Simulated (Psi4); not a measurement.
Pair of molecules, SMILES P with SMILES [AsH3] (the first has 4 atoms); geometry from B3LYP-D3(BJ)/def2-TZVP, rigid monomers moved along the line of their centres of mass till P1···As5 is 5.10 Å.
(charge 0, multiplicity 1):
```
atom    x (Å)    y (Å)    z (Å)
----  -------  -------  -------
P     -0.5518   0.1766   0.2743
H      0.7162  -0.4564   0.2556
H     -1.2642  -1.0484   0.2453
H     -0.5941   0.3428  -1.1351
As    -0.4210  -0.3770   5.3398
H     -1.7847   0.3005   5.3776
H      0.3127   0.9566   5.3982
H     -0.3858  -0.5374   6.8580
```

Calculation: SAPT0/aug-cc-pVDZ in Psi4 1.11.

Which attractive term is largest, and how does the interaction split up?

electrostatics -0.16, exchange 0.05, induction -0.01, dispersion -0.33, total -0.45 kcal/mol; the largest attraction is dispersion.
